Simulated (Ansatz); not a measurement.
Consider the formal hydrolysis of a Zr–F bond: `[F][Zr]([F])([F])[Br]` + H₂O → `[OH][Zr]([F])([F])[Br]` + H–F.

Computed with Ansatz on PBE0-D4/def2-TZVP structures; ΔE is electronic, products minus reactants. CBS: MP2 limit from def2 TZ/QZ plus the TZ coupled-cluster correction, frozen cores. This one scheme is used for every species. DFT in def2-TZVPP. HSE06 is defined as in plane-wave codes. def2 core potentials past Kr. For Br, Zr outer-core shells are correlated without core-valence functions, which leaves a few kJ/mol of doubt a bond. Scalar relativity is left out up to krypton. One conformer a species, not always the lowest.

Question: Is it downhill or uphill in electronic energy at CCSD(T)/CBS, and by how much? (An estimate is asked.)

Answer: Ansatz gave: Uphill: ΔE = +0.37 eV.

Question: What do these levels give: PBE0-D4, r2SCAN0-D4, HSE06-D4, CAM-B3LYP-D4, PBE-QIDH, HSE06, BHLYP, CAM-B3LYP, LC-ωPBE, MP2/def2-TZVPP, CCSD(T)/def2-TZVPP, HF/def2-QZVPP? (Best estimate.)

Answer: The calculation gave: PBE0-D4 0.42, r2SCAN0-D4 0.42, HSE06-D4 0.42, CAM-B3LYP-D4 0.42, PBE-QIDH 0.39, HSE06 0.44, BHLYP 0.42, CAM-B3LYP 0.44, LC-ωPBE 0.46, MP2/def2-TZVPP 0.34, CCSD(T)/def2-TZVPP 0.37, HF/def2-QZVPP 0.43 eV.

Largest T1 diagnostic among the species: 0.016.

From PBE to PBE0 (25 % exact exchange), in def2-TZVPP and without D4, ΔE moves by −0.05 eV. Leaving LDA and LC-ωPBE aside and taking each functional with its dispersion term where it has one, the values, not all of them listed here, spread over 0.11 eV, from PBE-QIDH to B97M-V. LDA lies −0.09 eV from PBE without D4.
